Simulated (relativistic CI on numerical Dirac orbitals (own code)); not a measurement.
Cu³⁺ in a cubic cluster: 3s photoemission with charge transfer

Computed with a charge-transfer multiplet model of a cubic metal-ligand cluster with up to 2 ligand holes, Slater and spin-orbit integrals from Dirac-Coulomb-Breit ions, Slater integrals scaled by 0.7. The ground state mixes d8 with configurations of k ligand holes L, whose averages lie at kΔ + k(k − 1)U_dd/2; a core hole lowers each added d electron by U_cd. 20 K, Lorentzian 1.4 eV and Gaussian 0.8 eV FWHM.

Atomic integrals in eV (Slater integrals scaled, ζ unscaled), ground: F2dd 9.683, F4dd 6.042, zeta_d 0.110; with the core hole: F2dd 10.388, F4dd 6.514, zeta_d 0.122, G2cd 10.230.

Cluster parameters (eV): Δ = 2.3, U_cd = 8.1, 10Dq = 0.35, 10Dq(ligand) = 1, V(eg) = 1.7, V(t2g) = -0.83, final-state hopping factor = 0.9.

| Case | n_d | d8 | d9L | d10L2 | S |
| --- | --- | --- | --- | --- | --- |
| U_dd = 5.8 eV | 8.27 | 0.74 | 0.25 | 0.01 | 1.00 |
| U_dd = 6.5 eV | 8.27 | 0.74 | 0.25 | 0.01 | 1.00 |
| U_dd = 7.2 eV | 8.27 | 0.74 | 0.25 | 0.01 | 1.00 |
| U_dd = 7.9 eV | 8.26 | 0.74 | 0.25 | 0.01 | 1.00 |
| U_dd = 8.6 eV | 8.26 | 0.75 | 0.25 | 0.01 | 1.00 |

Weights, n_d and S are thermal averages at 20 K. Binding energies count from the first peak over 30 % of the highest in each spectrum, which can be another peak from case to case. The parameters are a model scan and need not match a compound or its usual spin state. Peaks in eV (height, largest 100):
- U_dd = 5.8 eV: 0.0 (100), 4.1 (60), 7.0 (83), 12.9 (44)
- U_dd = 6.5 eV: 0.0 (100), 4.3 (55), 6.9 (77), 12.7 (42)
- U_dd = 7.2 eV: 0.0 (100), 4.7 (53), 6.9 (71), 12.6 (40)
- U_dd = 7.9 eV: 0.0 (100), 5.0 (55), 6.8 (64), 12.4 (39)
- U_dd = 8.6 eV: 0.0 (100), 5.4 (60), 6.9 (55), 12.3 (38)

Curve for U_dd = 5.8 eV (points under 2 left out, the grid thinned):

| E (eV) | Intensity |
| --- | --- |
| -3.1 | 7.4 |
| -2.7 | 9.4 |
| -2.2 | 13.5 |
| -1.8 | 19.2 |
| -1.4 | 29.2 |
| -0.9 | 53.3 |
| -0.5 | 80.9 |
| 0.0 | 100.0 |
| 0.4 | 88.7 |
| 0.8 | 69.2 |
| 1.3 | 49.0 |
| 1.7 | 36.4 |
| 2.1 | 28.9 |
| 2.6 | 27.2 |
| 3.0 | 32.3 |
| 3.4 | 43.8 |
| 3.9 | 59.0 |
| 4.3 | 58.1 |
| 4.8 | 43.9 |
| 5.2 | 36.3 |
| 5.6 | 37.4 |
| 6.1 | 51.7 |
| 6.5 | 69.8 |
| 6.9 | 82.3 |
| 7.4 | 75.8 |
| 7.8 | 56.2 |
| 8.2 | 36.8 |
| 8.7 | 21.7 |
| 9.1 | 15.6 |
| 9.6 | 11.7 |
| 10.0 | 10.2 |
| 10.4 | 9.8 |
| 10.9 | 10.7 |
| 11.3 | 12.9 |
| 11.7 | 17.5 |
| 12.2 | 28.8 |
| 12.6 | 40.2 |
| 13.0 | 44.2 |
| 13.5 | 33.2 |
| 13.9 | 21.4 |
| 14.4 | 12.1 |
| 14.8 | 8.2 |
| 15.2 | 6.0 |
| 15.7 | 4.3 |
| 16.1 | 3.5 |

For the case U_dd = 6.5 eV, Δ = 2.3 eV is smaller than U_dd = 6.5 eV, the charge-transfer side of the Zaanen-Sawatzky-Allen scheme. With the core hole the average of the configuration with one ligand hole lies at Δ − U_cd = -5.8 eV before mixing: it lies below the unscreened one, so the lowest final states are mostly screened and the unscreened weight appears at higher binding energy as a satellite.

Without intra-shell correlation the exchange splitting of the 3s hole comes out too large.
